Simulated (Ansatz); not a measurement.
Coupled-cluster diagnostics for (H2B-mu-PH2)2 (B2P2H8), Ansatz.

Geometry of the singlet (PBE-D4/def2-SVP):

```xyz
12

B     0.732   -0.903    0.855
H     0.913   -2.075    0.560
H     1.215   -0.558    1.922
P    -1.161   -0.337    0.637
B    -0.733    0.898   -0.859
H    -0.924    2.072   -0.581
H    -1.209    0.536   -1.924
P     1.161    0.342   -0.633
H    -1.778    0.251    1.783
H    -2.103   -1.373    0.353
H     2.094    1.382   -0.336
H     1.792   -0.235   -1.778
```

Correlated methods freeze 12 core orbitals.

(1) Estimate the CCSD(T) correlation energy, the shares of MP2 and (T), T1 and the reference's ⟨S²⟩ for: charge 0, singlet, own geometry in def2-TZVPP; and the rough time on 4 threads of Intel Xeon on a shared host.

Answers

(1) 
```tsv
state	basis	correlation (eV)	MP2 share (%)	(T) share (%)	T1	⟨S²⟩ (pure)	wall time
charge 0, singlet, own geometry	def2-TZVPP	-17.998	86.0	4.2	0.013	0.00 (0.00)	3.1 min
```
Customary marks for T1 are 0.02 (closed shells), 0.045 (open shells) and about 0.05 (3d metals). T1 stays under 0.02 throughout.
